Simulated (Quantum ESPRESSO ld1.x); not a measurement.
Q: These are the eigenvalues of the occupied orbitals of an atom or ion with whole-number occupations (hartree). Calculated with ld1.x of Quantum ESPRESSO 7.5: Dirac Kohn-Sham, PW91, spin-unpolarised, spherical densities, point nucleus.

1s1/2: -391.159
2s1/2: -61.8908
2p1/2: -56.5973
2p3/2: -55.5774
3s1/2: -18.5817
3p1/2: -16.8361
3p3/2: -16.6462

Which element is it, and in what charge state? The configuration may be excited. Open shells, if any, fill j = l - 1/2 first.

A: Z = 31, gallium, charge +13: Ga13+ in [Ar]. The list shows which subshells hold electrons but not how many an open one holds; the 1s level, -391.16 hartree, gives Z - s = 28.0 by -(Z - s)^2/2, which with screening and relativity narrows Z to a few neighbours, and the depths of the outer levels then fix element, charge and occupations together.
